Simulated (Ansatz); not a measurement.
C₃H₃, doublet, at a GFN2-xTB geometry; Ansatz (a quantum-chemistry and plane-wave program) with CAM-B3LYP/6-311++G**.

Input for Ansatz:
Ansatz 0.2 input:
```yaml
crystal:
  periodic: [false, false, false]
  atoms:
    - {symbol: C, position_ang: [0.00140388, -0.01899720, 0.10918779]}
    - {symbol: C, position_ang: [0.01684836, -0.22799011, 1.31038999]}
    - {symbol: C, position_ang: [-0.01571971, 0.21271738, -1.22260886]}
    - {symbol: H, position_ang: [0.03012627, -0.40766541, 2.34308704]}
    - {symbol: H, position_ang: [0.89984787, 0.24626573, -1.78481618]}
    - {symbol: H, position_ang: [-0.94516933, 0.36701923, -1.74008438]}
basis:
  gaussian:
    orbitals: 6-311++G__.json
hamiltonian:
  xc: cam_b3lyp
magnetization: {spin_polarized: true, initial_magnetization: 1}
```
The basis file holds 6-311++G** in the JSON format of the Basis Set Exchange.

What the program printed (banner, timings and long lists left out):

```
Functional definition: CAM-B3LYP
687 factors; their error is unknown
240 factors; integrals over basis functions are off by at most 4.1e-5 eV
mean field evaluation 1: about -3151.4703 eV, gradient 2.9e1 eV
mean field evaluation 2: about -3153.1853 eV, gradient 2.2e1 eV
mean field evaluation 4: about -3155.5168 eV, gradient 1.6e0 eV
mean field evaluation 8: about -3155.5388 eV, gradient 8.2e-2 eV
mean field evaluation 16: about -3155.5216 eV, gradient 3.2e-4 eV
mean field -3155.52164802 eV, -115.9632816754 hartree, gradient 4.5e-5 eV, S^2 0.779543; 0 other end points of the search recorded, 0 dependent functions left out
reference -3155.52178347 eV, -115.9632866531 hartree; 11, 10 occupied and 76, 77 virtual orbitals, 687 factors
Total energy: -3155.52178347 eV, -115.9632866531 hartree
```
